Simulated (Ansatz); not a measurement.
Two members of one family (Series TiX4), computed with Ansatz in the gas phase. A negative affinity means that the extra electron isn't bound at that geometry and level; within about 0.2 eV of zero the sign isn't settled. Binding counts from free atoms in the multiplicity of their measured ground term, without zero-point energy. Names give formal oxidation states. A dash marks a value that wasn't run or was left out as unsound. The structures are stationary points that may keep the symmetry of their start. Remarks come from the PBE and PBE0 runs and from stability tests at other levels; not every state was tested. A HOMO above zero means that the electron is unbound at that level and held by the basis, or that self-interaction error raises the level; the energy of removing that electron tells which. HOMO above LUMO (over both spins in singlets and doublets, within one spin in higher multiplets; at PBE or PBE0), or a gap under 0.15 eV within one spin, warns that the state may not be the lowest or that an electron is smeared out.

First: TiF4 (singlet, charge 0, PBE-D4/def2-SVP geometry).

```tsv
atom	x (Å)	y (Å)	z (Å)
Ti1	0.0003	-0.0001	0.0000
F2	-0.4212	-1.1109	-1.2768
F3	1.4683	0.8412	-0.4221
F4	0.2424	-0.8845	1.4835
F5	-1.2898	1.1542	0.2155
```

```json
{"level": "PBE-D4/def2-TZVPD", "HOMO (eV)": "-10.45", "LUMO (eV)": "-4.10", "gap (eV)": "6.35", "vertical EA (eV)": "0.12", "binding per atom (eV)": "–"}
{"level": "BLYP-D4/def2-TZVP", "HOMO (eV)": "-10.39", "LUMO (eV)": "-4.07", "gap (eV)": "6.32", "vertical EA (eV)": "–", "binding per atom (eV)": "–"}
{"level": "r2SCAN-D4/def2-TZVPD", "HOMO (eV)": "-10.95", "LUMO (eV)": "-4.07", "gap (eV)": "6.88", "vertical EA (eV)": "0.18", "binding per atom (eV)": "–"}
{"level": "PBE0-D4/def2-TZVP", "HOMO (eV)": "-12.53", "LUMO (eV)": "-3.22", "gap (eV)": "9.32", "vertical EA (eV)": "–", "binding per atom (eV)": "4.84"}
{"level": "PBE0-D4/def2-TZVPD", "HOMO (eV)": "-12.52", "LUMO (eV)": "-3.18", "gap (eV)": "9.34", "vertical EA (eV)": "0.71", "binding per atom (eV)": "4.85"}
```

Metal–donor distances: 4 × F 1.74 Å. Remarks: HOMO above zero (-1 doublet), gap within one spin near zero at PBE or PBE0 (-1 doublet).

Second: Ti(OH)4 (singlet, charge 0, PBE-D4/def2-SVP geometry).

```csv
atom,x (Å),y (Å),z (Å)
Ti1,0.0004,-0.0011,0.0008
O2,1.5654,-0.9063,-0.0116
H3,1.8910,-1.4569,-0.7444
O4,-1.2119,-0.8632,1.0297
H5,-1.0026,-1.5601,1.6765
O6,-0.6676,0.1123,-1.6757
H7,-0.6386,0.9045,-2.2406
O8,0.3131,1.6543,0.6603
H9,-0.2490,2.1165,1.3050
```

**Question.** Estimate how these quantities change from the first to the second (second minus first).

**Answer.** 
```
               level  Δ HOMO (eV)  Δ LUMO (eV)  Δ gap (eV)  Δ vertical EA (eV)  Δ binding per atom (eV)
   PBE-D4/def2-TZVPD         3.03         1.77       -1.26               -0.32                        –
   BLYP-D4/def2-TZVP         3.16         1.90       -1.26                   –                        –
r2SCAN-D4/def2-TZVPD         3.18         1.86       -1.33               -0.56                        –
   PBE0-D4/def2-TZVP         3.51         1.96       -1.54                   –                    -0.65
  PBE0-D4/def2-TZVPD         3.43         1.85       -1.58               -1.05                    -0.65
```

Metal–donor distances: 4 × O 1.81 Å. Remarks: HOMO above zero (-1 doublet).
